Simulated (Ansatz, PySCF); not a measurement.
Spin states of Cl2Zr (SMILES [Cl][Zr][Cl]), each relaxed with B3LYP-D3(BJ)/def2-TZVP.
State 1 (charge 0, multiplicity 3):
```xyz
3

Zr     0.4421     0.0339    -0.0802
Cl    -0.4968     1.6382    -1.5461
Cl     0.0216    -1.6246     1.5559
```
State 2 (charge 0, multiplicity 1):
```json
[
 {"atom": "Zr", "x (Å)": "0.6398", "y (Å)": "0.0417", "z (Å)": "-0.1049"},
 {"atom": "Cl", "x (Å)": "-0.5759", "y (Å)": "1.5118", "z (Å)": "-1.4173"},
 {"atom": "Cl", "x (Å)": "-0.0970", "y (Å)": "-1.5060", "z (Å)": "1.4519"}
]
```

Singlets are restricted, other states unrestricted; no spin–orbit coupling, no relativity up to Kr; see below for the cores. The largest T1 diagnostic is 0.021.

The values were computed with Ansatz (a quantum-chemistry and plane-wave program) with Gaussian orbitals; PySCF for the dispersion terms. Values without a source in brackets are computed. In def2 rows elements past Kr take small-core potentials, without spin–orbit coupling.

Problem. One of these levels gives 0.932 eV for the energy of the multiplicity-1 state less that of the multiplicity-3 state. Name it.
A) PBE0-D3(BJ)/def2-TZVPP
B) r2SCAN-D3(BJ)/def2-TZVPP
C) BLYP/def2-TZVPP
D) CAM-B3LYP/def2-TZVPP

Solution. B, r2SCAN-D3(BJ)/def2-TZVPP. The others give 0.429 (BLYP/def2-TZVPP), 0.714 (PBE0-D3(BJ)/def2-TZVPP), 0.584 (CAM-B3LYP/def2-TZVPP)
